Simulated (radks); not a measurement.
Values are calculated unless marked as measured or tabulated.
Q: The mean radii <r> (bohr) of the occupied orbitals of an atom or ion are listed with their occupations. Level of theory: Dirac Kohn-Sham, PW91, spin-unpolarised, spherical densities, finite nucleus; Fermi nuclear charge, rms radius of each element as measured or else 0.836 A^(1/3) + 0.57 fm (a radial shooting solver on a logarithmic mesh with Libxc functionals).

orbital  occ.      <r>
1s1/2       2  0.02001
2s1/2       2  0.08430
2p1/2       2  0.07007
2p3/2       4  0.07746
3s1/2       2   0.2205
3p1/2       2   0.2103
3p3/2       4   0.2241
3d3/2       4   0.1973
3d5/2       6   0.2016
4s1/2       2   0.4974
4p1/2       2   0.5057
4p3/2       4   0.5374
4d3/2       4   0.5637
4d5/2       6   0.5749
5s1/2       2    1.208
5p1/2       2    1.344
5p3/2       4    1.442
4f5/2       6   0.7424
4f7/2       6   0.7557

Name the element and its charge. Open shells, if any, fill j = l - 1/2 first.

A: Z = 69, thulium, charge +3: Tm3+ in [Xe] 4f12. The 1s radius gives Z: for a bare nucleus <r> = (2 gamma + 1)/(2Z) with gamma = sqrt(1 - (Z/c)^2), 0.01977 bohr for Z = 69, and screening makes it slightly larger (0.02001 here). The occupations add up to 66, and the charge is Z minus that.
